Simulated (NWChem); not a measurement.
The numbers come from NWChem runs, not from measurements. System: HBCl, charge 0, spin multiplicity 2, at a geometry optimised with UPBE0/def2-SVP. The structure started from a generated list of species. Its SCF solution wasn't tested for a lower state. Level: UMP2/cc-pVTZ, 6 core orbitals frozen.

Part of the output:

```
             Northwest Computational Chemistry Package (NWChem) 7.3.0
             --------------------------------------------------------

                                NWChem Input Module
                                -------------------

 Scaling coordinates for geometry "geometry" by  1.889725989
 (inverse scale =  0.529177249)

 Turning off AUTOSYM since
 SYMMETRY directive was detected!

                             Geometry "geometry" -> ""
                             -------------------------

 Output coordinates in angstroms (scale by  1.889725989 to convert to a.u.)

  No.       Tag          Charge          X              Y              Z
 ---- ---------------- ---------- -------------- -------------- --------------
    1 B                    5.0000     1.15295600    -0.46269500     0.00000000
    2 Cl                  17.0000    -0.46372500     0.12070200     0.00000000
    3 H                    1.0000     2.11854100     0.26154200     0.00000000

 Effective nuclear repulsion energy (a.u.)      31.8413242975

            Nuclear Dipole moment (a.u.)
            ----------------------------
        X                 Y               Z
 ---------------- ---------------- ----------------
    -0.0000075589     0.0000018897     0.0000000000

      Symmetry information
      --------------------

 Group name             Cs
 Group number              2
 Group order               2
 No. of unique centers     3

      Symmetry unique atoms

     1    2    3


 Summary of "ao basis" -> "" (spherical)
 ------------------------------------------------------------------------------
       Tag                 Description            Shells   Functions and Types
 ---------------- ------------------------------  ------  ---------------------
 *                          cc-pvtz                   on all atoms

 Summary of "ao basis" -> "ao basis" (spherical)
 ------------------------------------------------------------------------------
       Tag                 Description            Shells   Functions and Types
 ---------------- ------------------------------  ------  ---------------------
 B                          cc-pvtz                 10       30   4s3p2d1f
 Cl                         cc-pvtz                 12       34   5s4p2d1f
 H                          cc-pvtz                  6       14   3s2p1d

                                 NWChem SCF Module
                                 -----------------

  ao basis        = "ao basis"
  functions       =    78
  atoms           =     3
  alpha electrons =    12
  beta  electrons =    11
  charge          =   0.00
  wavefunction    = UHF
  use symmetry    = T
  symmetry adapt  = T

 Summary of "ao basis" -> "ao basis" (spherical)
 ------------------------------------------------------------------------------
       Tag                 Description            Shells   Functions and Types
 ---------------- ------------------------------  ------  ---------------------
 B                          cc-pvtz                 10       30   4s3p2d1f
 Cl                         cc-pvtz                 12       34   5s4p2d1f
 H                          cc-pvtz                  6       14   3s2p1d

      Symmetry analysis of basis
      --------------------------

        a'         53
        a"         25

 Forming initial guess at       0.1s

   Symmetry analysis of molecular orbitals - initial alpha
   -------------------------------------------------------

  Numbering of irreducible representations:

     1 a'          2 a"

  Orbital symmetries:

     1 a'          2 a'          3 a'          4 a"          5 a'
     6 a'          7 a'          8 a'          9 a'         10 a"
    11 a'         12 a'         13 a"         14 a'         15 a'
    16 a'         17 a'         18 a"         19 a'         20 a'
    21 a'         22 a"

   Symmetry analysis of molecular orbitals - initial beta
   ------------------------------------------------------

  Numbering of irreducible representations:

     1 a'          2 a"

  Orbital symmetries:

     1 a'          2 a'          3 a'          4 a"          5 a'
     6 a'          7 a'          8 a'          9 a'         10 a"
    11 a'         12 a'         13 a"         14 a'         15 a'
[...]
    35      2.440228  2 Cl s                  4     -1.865010  1 B  s
    11      1.767240  1 B  px                45      1.027324  2 Cl px
    12     -0.603531  1 B  py                 8      0.501949  1 B  px
    46     -0.351737  2 Cl py                19      0.326711  1 B  d -2
    39      0.237888  2 Cl px                23     -0.236487  1 B  d  2

 center of mass
 --------------
 x =  -0.05580623 y =  -0.02451561 z =   0.00000000

 moments of inertia (a.u.)
 ------------------
          10.454070578457          26.032974156731           0.000000000000
          26.032974156731          95.121906343316           0.000000000000
           0.000000000000           0.000000000000         105.575976921774

  Mulliken analysis of the total density
  --------------------------------------

    Atom       Charge   Shell Charges
 -----------   ------   -------------------------------------------------------
    1 B    5     4.94   1.96  0.78  0.14  0.29  0.50  0.94  0.20  0.04  0.08  0.01
    2 Cl  17    17.09   2.00  1.88  1.17  0.19  0.63  5.82  2.93  1.08  1.35  0.01  0.03  0.00
    3 H    1     0.96   0.25  0.50  0.20  0.00  0.01  0.00

  Mulliken analysis of the alpha density
  --------------------------------------

    Atom       Charge   Shell Charges
 -----------   ------   -------------------------------------------------------
    1 B    5     2.94   0.98  0.46  0.08  0.21  0.34  0.65  0.15  0.02  0.04  0.01
    2 Cl  17     8.56   1.00  0.94  0.59  0.10  0.31  2.91  1.47  0.55  0.67  0.01  0.02  0.00
    3 H    1     0.50   0.13  0.26  0.10  0.00  0.01  0.00

   Mulliken analysis of the beta density
   -------------------------------------

    Atom       Charge   Shell Charges
 -----------   ------   -------------------------------------------------------
    1 B    5     2.00   0.98  0.32  0.06  0.09  0.16  0.29  0.05  0.02  0.04  0.01
    2 Cl  17     8.54   1.00  0.94  0.58  0.10  0.32  2.91  1.45  0.53  0.69  0.01  0.01  0.00
    3 H    1     0.46   0.12  0.24  0.10  0.00  0.00  0.00

   Mulliken analysis of the spin density
   -------------------------------------

    Atom       Charge   Shell Charges
 -----------   ------   -------------------------------------------------------
    1 B    5     0.94   0.00  0.14  0.03  0.12  0.18  0.36  0.11 -0.00 -0.00 -0.00
    2 Cl  17     0.02   0.00  0.00  0.00  0.00 -0.00  0.00  0.02  0.01 -0.02  0.00  0.01  0.00
    3 H    1     0.04   0.01  0.03 -0.00  0.00  0.00  0.00

       Multipole analysis of the density wrt the origin
       ------------------------------------------------

     L   x y z        total         alpha         beta         nuclear
     -   - - -        -----         -----         ----         -------
     0   0 0 0     -0.000000    -12.000000    -11.000000     23.000000

     1   1 0 0      0.207175     -0.990500      1.197683     -0.000008
     1   0 1 0      0.093736      0.914484     -0.820750      0.000002
     1   0 0 1      0.000000      0.000000      0.000000      0.000000

     2   2 0 0    -14.057957    -36.717573    -30.158027     52.817643
     2   1 1 0      0.206018      7.663408      3.487138    -10.944528
     2   1 0 1      0.000000      0.000000     -0.000000      0.000000
     2   0 2 0    -15.449680    -12.870444     -7.530553      4.951317
     2   0 1 1     -0.000000     -0.000000      0.000000      0.000000
     2   0 0 2    -13.695388     -7.408959     -6.286429      0.000000

                   NWChem MP2 Semi-direct Energy/Gradient Module
                   ---------------------------------------------

  Basis functions       =     78
  Molecular orbitals    =     78
  Frozen core           =      6
  Frozen virtuals       =      0
  Active alpha occupied =      6
  Active beta occupied  =      5
  Active alpha virtual  =     66
  Active beta virtual   =     67
  Use MO symmetry       = T
  Use skeleton AO sym   = T

  AO/Fock/Back tols     =   1.0D-09  1.0D-09  1.0D-09

 GA uses MA = F    GA memory limited = T

 Available:
  local mem=  1.26D+08
 global mem=  1.44D+08
 local disk=  0.00D+00
  mp2_memr nvloc                    66
  nvloc new                    66
   1 passes of   6:        4194304                      32203                   4158741.
   1 passes of   6: M    126151805           G      144167032           F     121957501.

 Semi-direct pass number   1 of   1  for UHF alpha       at        2.4s
  vrange nnbf                  3081
  mp2_eaftype                    15  avail_ma_in_mb                  1099
 EAF : mp2_eaftype filesize          15    2079370.
  mp2_eaf for mointskh                     15
Node 0 wrote      9.8 Mb in      0.0 s     Agg I/O rate:  3226.3 Mb/s
 Done moints_semi at        5.2s
  mp2_eaftype                    15  avail_ma_in_mb                  1084
 EAF : mp2_eaftype filesize          15    2079370.
  mp2_eaf for kh                    15
 Done maket at        5.2s
 Done multipass loop at        5.2s

 GA uses MA = F    GA memory limited = T

 Available:
  local mem=  1.26D+08
 global mem=  1.44D+08
 local disk=  0.00D+00
  mp2_memr nvloc                    67
  nvloc new                    67
   1 passes of   5:        4194304                      29154                   3519741.
   1 passes of   5: M    126151805           G      144167032           F     121957501.

 Semi-direct pass number   1 of   1  for UHF beta        at        5.2s
  vrange nnbf                  3081
  mp2_eaftype                    13  avail_ma_in_mb                  1099
 EAF : mp2_eaftype filesize          13    1759871.
  mp2_eaf for mointskh                     13
Node 0 wrote      8.3 Mb in      0.0 s     Agg I/O rate:  3114.0 Mb/s
 Done moints_semi at        7.9s
  mp2_eaftype                    13  avail_ma_in_mb                  1086
 EAF : mp2_eaftype filesize          13    1759871.
  mp2_eaf for kh                    13
 Done maket at        8.0s
 Done multipass loop at        8.0s

          -------------------------------------------
          SCF energy                -484.757670870303
          Correlation energy          -0.263700366535
          Singlet pairs                0.000000000000
          Triplet pairs                0.000000000000
          Total MP2 energy          -485.021371236838
          -------------------------------------------

          ---------------------------------------------------
                    Spin Component Scaled (SCS) MP2
          Same spin pairs                     -0.062109136816
          Same spin scaling factor             0.333333333333
          Opposite spin pairs                 -0.201591229719
          Opposite spin scaling fact.          1.200000000000
          SCS-MP2 correlation energy          -0.262612521268
          Total SCS-MP2 energy              -485.020283391571
          ---------------------------------------------------

 -----------------------
 Performance information
 -----------------------

 Timer overhead =  1.71D-07 seconds/call

               Nr. of calls         CPU time (s)                 Wall time (s)                GFlops
             ---------------    -------------------     ------------------------------   -------------------
Name         Min   Avg   Max    Min     Avg     Max     Min     Avg     Max   Mx/calls   Min     Max     Sum
mp2: moin     2     2     2    5.4     5.4     5.4      5.4     5.4     5.4     2.7      0.0     0.0     0.0
mp2: make     2     2     2   8.03E-2 8.03E-2 8.03E-2  8.03E-2 8.03E-2 8.03E-2 4.01E-2   0.0     0.0     0.0
mp2: tota     1     1     1    5.5     5.5     5.5      5.5     5.5     5.5     5.5      0.0     0.0     0.0

 The average no. of pstat calls per process was 5.00D+00
 with a timing overhead of 8.57D-07s

 Task  times  cpu:        7.9s     wall:        7.9s

 Total times  cpu:        8.0s     wall:        8.0s
```

**Question.** Write an NWChem input that would produce this output.

**Answer.** This is not unique; one that fits is 
```
start mol
memory heap 200 mb stack 900 mb global 1100 mb
geometry units angstroms nocenter noautoz
  B      1.152956    -0.462695     0.000000
  Cl    -0.463725     0.120702     0.000000
  H      2.118541     0.261542     0.000000
  symmetry group Cs
end
basis spherical
  * library cc-pvtz
end
scf
  uhf
  nopen 1
  maxiter 100
  thresh 1e-7
  semidirect memsize 60000000 filesize 0
  # guess.movecs holds the orbitals of an unrestricted PBE0 run
  vectors input guess.movecs output mol.movecs
end
mp2
  freeze core 6
end
task mp2 energy
```
